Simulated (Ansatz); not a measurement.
`CCBSC` + `CNB[SiH3]` → `CN(C)B[SiH3]` + `CCBS`  (substitution at a C–S bond)

Computed with Ansatz on PBE0-D4/def2-TZVP structures; ΔE is electronic, products minus reactants. CBS: MP2 limit from def2 TZ/QZ plus the TZ coupled-cluster correction, frozen cores. This one scheme is used for every species. Each species was taken in one conformer, which may not be the lowest.

```csv
species,MP2/def2-TZVPP energy (Eh)
`CCBSC`,-541.96064
`CNB[SiH3]`,-411.29011
`CN(C)B[SiH3]`,-450.50357
`CCBS`,-502.74141
```

(1) Work out ΔE.

Largest T1 diagnostic among the species: 0.014.

## Answers

(1) ΔE = (-450.50357) + (-502.74141) − (-541.96064) − (-411.29011) = 0.00577 Eh = +15.1 kJ/mol. CCSD(T)/CBS gives +16.7 kJ/mol.

In def2-TZVPP, CCSD(T) changes the Hartree–Fock value by −5.4 kJ/mol (the triples alone add −0.3 kJ/mol) and MP2 by −3.4 kJ/mol.
